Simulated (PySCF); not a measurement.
Species: BF4H2P.
Bonds: F1–P2, P2–B3, B3–F4, B3–F5, B3–F6. Hydrogens: H7, H8 on P2.

Computed by this run: PBE0-D3(BJ)/def2-SVP geometry optimisation, gas phase (PySCF); density fitting, grid level 1; the optimiser is geomeTRIC in internal coordinates, started from a GFN2-xTB structure with every atom displaced at random (about 0.01 Å).

Geometry at step 18:
```
atom  x, y, z in Å
F1      1.9012    1.2935   -0.3047
P2      0.9643    0.0060   -0.0635
B3     -1.2993    0.0601    0.0691
F4     -1.5395    0.8336    1.1298
F5     -1.6642    0.5225   -1.1338
F6     -1.3724   -1.2812    0.2669
H7      1.4585   -0.8646   -1.0695
H8      1.6060   -0.5891    1.0531
```

Q: What forces act on the atoms?

A: 
```json
{"atom": "F1", "Fx (eV/Å)": "-0.167", "Fy (eV/Å)": "-0.189", "Fz (eV/Å)": "0.062"}
{"atom": "P2", "Fx (eV/Å)": "0.129", "Fy (eV/Å)": "0.271", "Fz (eV/Å)": "-0.089"}
{"atom": "B3", "Fx (eV/Å)": "0.056", "Fy (eV/Å)": "-0.108", "Fz (eV/Å)": "-0.071"}
{"atom": "F4", "Fx (eV/Å)": "-0.026", "Fy (eV/Å)": "0.078", "Fz (eV/Å)": "0.124"}
{"atom": "F5", "Fx (eV/Å)": "-0.007", "Fy (eV/Å)": "-0.074", "Fz (eV/Å)": "0.027"}
{"atom": "F6", "Fx (eV/Å)": "-0.011", "Fy (eV/Å)": "0.102", "Fz (eV/Å)": "-0.082"}
{"atom": "H7", "Fx (eV/Å)": "0.000", "Fy (eV/Å)": "-0.052", "Fz (eV/Å)": "-0.006"}
{"atom": "H8", "Fx (eV/Å)": "0.027", "Fy (eV/Å)": "-0.028", "Fz (eV/Å)": "0.036"}
```

The largest, 0.31 eV/Å, acts on P2; the rms over all components is 0.099 eV/Å. The forces sum to zero within rounding, as they must for an isolated molecule in no field.

Q: Give the force on P2 in Eh/bohr and in nN.

A: 0.314 eV/Å ÷ 51.422 = 0.00610 Eh/bohr, and 0.314 eV/Å × 1.602 = 0.50 nN.

Q: How far is this geometry from the end of the optimisation?

A: 0.005 eV above it, and 0.033 Å rms away after alignment. The bonds farthest from their final lengths, with half the difference of the two atoms' forces along the bond (positive lengthens):

```json
{"bond": "P2–B3", "now (Å)": "2.268", "final (Å)": "2.231", "force along bond (eV/Å)": "+0.03"}
{"bond": "F1–P2", "now (Å)": "1.610", "final (Å)": "1.600", "force along bond (eV/Å)": "-0.28"}
{"bond": "B3–F4", "now (Å)": "1.335", "final (Å)": "1.342", "force along bond (eV/Å)": "+0.14"}
{"bond": "B3–F5", "now (Å)": "1.339", "final (Å)": "1.342", "force along bond (eV/Å)": "-0.03"}
{"bond": "P2–H8", "now (Å)": "1.419", "final (Å)": "1.421", "force along bond (eV/Å)": "+0.09"}
{"bond": "P2–H7", "now (Å)": "1.419", "final (Å)": "1.421", "force along bond (eV/Å)": "+0.05"}
```

The angle farthest from its final value is F1–P2–B3, 124.8° against 122.6°.

Of the 2 listed bonds off by 0.010 Å or more, this force points towards the final length in 1.

The cost below is that of the whole optimisation. Time: 92 s wall; peak memory 0.41 GiB. Hardware: Arm Neoverse V1, one thread, shared host with 32 logical CPUs at a one-minute load of 18.
